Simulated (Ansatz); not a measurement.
A structure relaxed at r2SCAN-D4/def2-SVP in Ansatz, charge 0, singlet:

Cartesian coordinates in Å:
```
F -1.676 -0.619 1.466
F -1.879 -0.530 -1.236
F 0.293 -1.704 -0.079
F -0.746 1.555 0.109
O 0.722 0.330 -1.588
O 0.958 0.211 1.479
Ti -0.718 -0.233 0.046
H 0.374 1.091 -2.074
H 0.812 -0.393 -2.225
H 1.175 -0.589 1.981
H 0.684 0.881 2.122
```

Question: Give its formula, name or SMILES.

Answer: cis-Ti(H2O)2F4 (TiO₂F₄H₄).

Question: Summarise the bond lengths by kind (pairs closer than 1.2 times the sum of covalent radii, bridged metal pairs left out).

Answer: 4 × F–Ti 1.76 to 1.79 Å; 2 × O–Ti 2.25 Å; 4 × H–O 0.97 Å. The metal has 6 neighbours: F 1.76 Å, F 1.76 Å, F 1.79 Å, F 1.79 Å, O 2.25 Å, O 2.25 Å.

The relaxation made no stability test and no search for a lower SCF solution. No other spin state of charge 0 was run.
